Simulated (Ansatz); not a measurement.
A ladder of methods for InCl (SMILES [Cl][In])

InCl: 2 atoms, total charge 0, spin state singlet. SMILES: `[Cl][In]`. The shape comes from GFN2-xTB, which is rough for such elements, and wasn't checked as a minimum.

```
atom   x (Å)   y (Å)   z (Å)
  Cl  0.0000  0.0000  0.0000
  In  0.0000  0.0000  2.3857
```

Each level gives the vertical ionisation energy (to the doublet cation) (eV). The values are calculated.

| level | kind | program | value (eV) | less FCI/STO-3G | CPU time (all runs) |
| --- | --- | --- | --- | --- | --- |
| SVWN5/STO-3G | LDA | Ansatz | 6.47 | +1.02 | 2.9 s |
| HSE06/STO-3G | range-separated hybrid | Ansatz | 6.33 | +0.88 | 4.3 s |
| RPA@PBE/STO-3G | RPA | Ansatz | 5.59 | +0.14 | 7.7 s |
| MP2/STO-3G | perturbation theory | Ansatz | 5.36 | -0.09 | 1.4 s |
| CCSD(T)/STO-3G | coupled cluster or CI | Ansatz | 5.46 | +0.01 | 1.7 s |
| CCSDT/STO-3G | coupled cluster or CI | Ansatz | 5.45 | 0.00 | 2.5 s |
| CCSDTQ/STO-3G | coupled cluster or CI | Ansatz | 5.45 | 0.00 | 95 s |
| FCI/STO-3G | exact in the basis | Ansatz | 5.45 | 0.00 | 2.4 s |

FCI/STO-3G is exact within its basis and frozen core, so for wave-function methods in that basis the difference is their error; functionals converge differently with the basis, so for them it is only a difference. All-electron rows without a relativistic Hamiltonian named are non-relativistic. Spin-orbit coupling, which can split open shells on such heavy atoms by tenths of an eV, is left out. The values span 5.36 to 6.47 eV. All rows use very small basis sets, so none should be taken for the real molecule's value. In the correlated wave-function rows the outer d shell of In is correlated, in sets not made for it. Times are those of the runs behind each value, whatever else they computed, on shared processors of several kinds: orders of magnitude only.
